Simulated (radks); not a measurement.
Q: All-electron atom: Cr2+ in [Ar] 3d2 4s1.5 4p0.5 (fractional occupations, a model configuration). All-electron calculation, Dirac Kohn-Sham, PBE, spin-unpolarised, spherical densities, point nucleus; open shells fill j = l - 1/2 first. Program: a radial shooting solver on a logarithmic mesh with Libxc functionals.

Spin-orbit splittings of the eigenvalues, e(l+1/2) - e(l-1/2), with zeta = 2 splitting/(2l+1) and mean radii in bohr:

| shell | occ. | splitting (eV) | zeta (eV) | <r> j=l-1/2 | <r> j=l+1/2 |
|---|---|---|---|---|---|
| 2p | 6 | 8.633 | 5.756 | 0.2580 | 0.2608 |
| 3p | 6 | 1.107 | 0.7383 | 0.9186 | 0.9262 |
| 3d | 2 | ? | ? | 1.059 | 1.061 |
| 4p | 0.5 | 0.1247 | 0.08314 | 2.823 | 2.840 |

Estimate the 3d splitting.

A: 0.1204 eV (zeta = 0.04817 eV).
